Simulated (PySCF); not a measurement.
**Telling isomers of C4H4F4 apart by NMR**

[PySCF: PBE0/pcSseg-1 with gauge-including orbitals; GFN2-xTB structure; no solvent; non-relativistic; a single conformation; rapidly exchanging positions averaged]

Chemical shifts δ = σref − σ; ¹H (σ = 31.72 ppm) and ¹³C (σ = 186.93 ppm) vs TMS, all at this level. Splittings of carbon signals by F and P are missing where no couplings were computed. Where no couplings were computed, multiplicities follow the n + 1 count of equivalent neighbours, and m marks all less simple cases (inequivalent or close neighbours, rings, F or P nearby). Shifts are as computed. Against solution values, carbons near 30 ppm lie about +3 ppm off and those near 130 ppm about +5 ppm. Of 1309 compounds with measured shifts, 239 miss one by over three times the rms of a fit or turn the order of signals round; such compounds aren't used in these exercises.

(1) Tabulate the signals of `F[C@@H]1C[C@H](F)C1(F)F`, `FC/C=C\C(F)(F)F`, `FC/C=C(/F)C(F)F`, `C[C@H](F)C(F)=C(F)F`, `C/C(F)=C\C(F)(F)F` and their relative energies.

(2) What is the quickest way to tell FC/C=C\C(F)(F)F from FC/C=C(/F)C(F)F?

(3) What is the quickest way to tell FC/C=C(/F)C(F)F from C/C(F)=C\C(F)(F)F?

(4) What is the quickest way to tell F[C@@H]1C[C@H](F)C1(F)F from C[C@H](F)C(F)=C(F)F?

Answers

(1) 
```tsv
SMILES	carbon types	δC	δH	E rel. (kcal/mol)
F[C@@H]1C[C@H](F)C1(F)F	1×C 2×CH 1×CH2	125.5, 90.6, 33.3	4.98 (m, 2H), 2.76 (m, 1H), 2.41 (m, 1H)	17.9
FC/C=C\C(F)(F)F	1×C 2×CH 1×CH2	154.8, 131.8, 126.4, 83.8	6.95 (m, 1H), 5.96 (m, 1H), 5.88 (m, 2H)	9.6
FC/C=C(/F)C(F)F	1×C 2×CH 1×CH2	161.5, 124.8, 119.3, 79.8	6.40 (m, 1H), 6.39 (m, 1H), 5.92 (m, 2H)	24.5
C[C@H](F)C(F)=C(F)F	2×C 1×CH 1×CH3	167.9, 141.6, 90.7, 22.7	5.49 (m, 1H), 1.65 (m, 3H)	27.7
C/C(F)=C\C(F)(F)F	2×C 1×CH 1×CH3	182.0, 133.4, 108.0, 19.0	5.69 (m, 1H), 2.31 (m, 3H)	0.0
```

Energies are electronic energies at PBE0/pcSseg-1 on these geometries, without zero-point or thermal terms, each for the one conformer computed, which needn't be the lowest.

(2) Both give the same number of carbon signals, with the same numbers of each carbon type, so the positions decide. The first has an alkene CH at 154.8 ppm, the second a fully substituted alkene carbon (C) at 161.5 ppm. In the proton spectra the most deshielded non-exchanging signals are 6.95 (m, 1H) and 6.40 (m, 1H).

(3) Both give the same number of carbon signals, but DEPT or the intensities differ. The first has an allylic sp3 CH2 bonded to F at 79.8 ppm, the second an allylic methyl carbon (CH3) at 19.0 ppm. Their most deshielded carbons lie at 161.5 and 182.0 ppm. In the proton spectra the most deshielded non-exchanging signals are 6.40 (m, 1H) and 5.69 (m, 1H).

(4) Count the carbon signals: 3 against 4. The first has an sp3 CH2 in a ring at 33.3 ppm, the second a methyl carbon (CH3) at 22.7 ppm. Their most deshielded carbons lie at 125.5 and 167.9 ppm. In the proton spectra the most deshielded non-exchanging signals are 4.98 (m, 2H) and 5.49 (m, 1H).
